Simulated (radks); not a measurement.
Si3+, 11 electrons, occupied as [Ne] 3s1.

Method: scalar-relativistic Kohn-Sham, exchange-only B88, spin-polarised, spherical densities, point nucleus; open shells are filled with parallel spins first; computed with a radial shooting solver on a logarithmic mesh with Libxc functionals.

Energy parts (eV):
total: -7821.880
kinetic: 7853.105
electron-nucleus: -18298.370
Hartree: 3154.894
exchange: -531.509

Orbitals (lengths in bohr, moments of r in powers of bohr; <r^-3> diverges for s and p1/2; r(max) is where P^2 peaks):
| orbital | occ. | eigenvalue (eV) | <r^-3> | r(max) |
|---|---|---|---|---|
| 1s up | 1 | -1823.627 | - | 0.07260 |
| 1s down | 1 | -1823.446 | - | 0.07260 |
| 2s up | 1 | -174.5450 | - | 0.4537 |
| 2s down | 1 | -174.2310 | - | 0.4538 |
| 2p up | 3 | -130.8559 | 48.77 | 0.3862 |
| 2p down | 3 | -130.5268 | 48.93 | 0.3862 |
| 3s up | 1 | -40.0306 | - | 1.632 |
| 3p up | 0 | -31.3102 | 4.933 | 1.792 |

The highest occupied level is 3s up at -40.031 eV. The density falls to 0.001 e/bohr^3 at r = 3.03 bohr.
